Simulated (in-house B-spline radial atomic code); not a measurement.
**Response and correlation of Ga II (Ga+)**

Closed shell [Ar] 3d10 4s2. Computed with an all-electron radial atomic-structure program (B-spline basis): Dirac-Hartree-Fock, relativistic RPA (time-dependent Dirac-Hartree-Fock) for the response and second-order many-body perturbation theory for correlation, no-pair Dirac-Coulomb Hamiltonian, finite nucleus, speed of light scaled by 100 (non-relativistic limit).

```json
{"multipole (bohr³, bohr⁵, bohr⁷)": "dipole", "uncoupled": "17.997", "coupled RPA": "?"}
{"multipole (bohr³, bohr⁵, bohr⁷)": "quadrupole", "uncoupled": "70.287", "coupled RPA": "98.475"}
{"multipole (bohr³, bohr⁵, bohr⁷)": "octupole", "uncoupled": "686.58", "coupled RPA": "903.11"}
```

Question: What is the coupled dipole polarisability?

Answer: 22.525 atomic units, +25 % against the uncoupled value.

Question: Which subshells carry the dipole polarisability?

Answer: 4s1/2 100.2 %, 3d5/2 -0.1 %, 3p3/2 -0.0 %.

Question: What does the dipole shielding factor come to?

Answer: The dipole shielding factor is 0.968, against the exact N/Z = 30/31 = 0.968 of the non-relativistic theorem.

Dipole polarisability at imaginary frequency:

```tsv
u (Eh)	α(iu) (bohr³)
0	22.52
0.0566	21.73
0.141	18.41
0.283	12.1
0.424	8.012
0.566	5.648
0.849	3.358
1.13	2.334
1.41	1.774
1.98	1.178
2.83	0.768
4.24	0.465
5.66	0.3174
8.49	0.1782
14.1	0.08074
28.3	0.02479
```

Question: What dispersion coefficients follow for two such ions (the dispersion part alone)?

Answer: C6 = (3/π)∫α(iu)²du = 122 hartree·bohr⁶ and C8 = 3305 hartree·bohr⁸.

Lowest J = 1 odd-parity excitations:

```csv
energy (eV),oscillator strength,leading channel,weight
3.7842,4.57e-11,4s1/2 → p1/2,0.667
7.7539,1.69,4s1/2 → p3/2,0.659
13.039,6.15e-11,4s1/2 → p1/2,0.667
13.416,0.00454,4s1/2 → p3/2,0.665
15.521,1.28e-11,4s1/2 → p1/2,0.667
15.654,9.31e-05,4s1/2 → p3/2,0.666
16.872,2.27e-11,4s1/2 → p1/2,0.666
16.975,0.000875,4s1/2 → p3/2,0.666
```

For an outer ns² shell RPA puts the lowest triplet far too low, and second order misses the ns²-np² near-degeneracy.

Second-order correlation energy by the highest angular momentum of the excited pair (hartree): s -0.02206, p -0.2265, d -0.6712, f -0.4685, g -0.1536, h -0.06574, i -0.03002, k -0.01529.

Question: What is the second-order correlation energy at the partial-wave limit?

Answer: The listed waves sum to -1.6529 hartree; extrapolating the increments as (l + 1/2)⁻⁴ gives -1.6841 hartree, -1.53 eV per electron.
